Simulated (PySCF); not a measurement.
ZnBr, SMILES [Br][Zn+], charge +1.

The structure is a stationary point at PBE0-D3(BJ)/def2-TZVP. The spin state was assumed, not searched.

Two levels are set side by side: PBE/def2-TZVPD (PySCF) and CAM-B3LYP/def2-TZVPD (PySCF). Same geometry, gas phase. Differences are taken from unrounded values.

```
quantity                     CAM-B3LYP
---------------------------  ---------
orbital gap (eV)                  5.65
highest occupied level (eV)     -15.60
lowest empty level (eV)          -9.95
mean polarisability (bohr³)       37.8
```

Task: What does PBE give, and how far is it from CAM-B3LYP? (Estimate from the structure and the level; the computed values follow.)

Result: 
```tsv
quantity	PBE	PBE minus CAM-B3LYP
orbital gap (eV)	1.45	-4.20
highest occupied level (eV)	-13.15	2.45
lowest empty level (eV)	-11.70	-1.75
mean polarisability (bohr³)	38.9	1.1
```

PBE's occupied levels lie high since its potential decays too fast outside the molecule; exact exchange lowers them and widens the gap. Differences between two approximate levels are no errors against the true value.

Rough cost on one machine, each run with all the roots and properties that it gave: CAM-B3LYP against PBE within a factor of 2.
